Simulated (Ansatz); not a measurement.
CuF (SMILES [F][Cu]), singlet, at a GFN2-xTB geometry (such geometries of metal compounds can be far from the true shape); HF/def2-TZVP in Ansatz (a first-principles code).

Ansatz was given this input:
Ansatz 0.2 input:
```yaml
crystal:
  periodic: [false, false, false]
  atoms:
    - {symbol: Cu, position_ang: [-0.00000000, -0.00000000, -0.40615773]}
    - {symbol: F, position_ang: [0.00000000, 0.00000000, 1.30873047]}
basis:
  gaussian:
    orbitals: def2-TZVP
hamiltonian:
  xc: hf
```

Problem. Write the output that Ansatz gives for this input, abridged.

Solution. 
```
Functional definition: HF
880 factors; their error is unknown
mean field evaluation 1: about -47299.8406 eV, gradient 6.9e1 eV
mean field evaluation 2: about -47296.9418 eV, gradient 1.0e2 eV
mean field evaluation 4: about -47304.2886 eV, gradient 2.4e0 eV
mean field evaluation 8: about -47304.3024 eV, gradient 4.1e-2 eV
mean field -47304.59677118 eV, -1738.4118671336 hartree, gradient 2.4e-5 eV, S^2 0.000000; 0 other end points of the search recorded, 0 dependent functions left out
reference -47304.59677118 eV, -1738.4118671336 hartree; 19, 19 occupied and 57, 57 virtual orbitals, 880 factors
Total energy: -47304.59677118 eV, -1738.4118671336 hartree
```
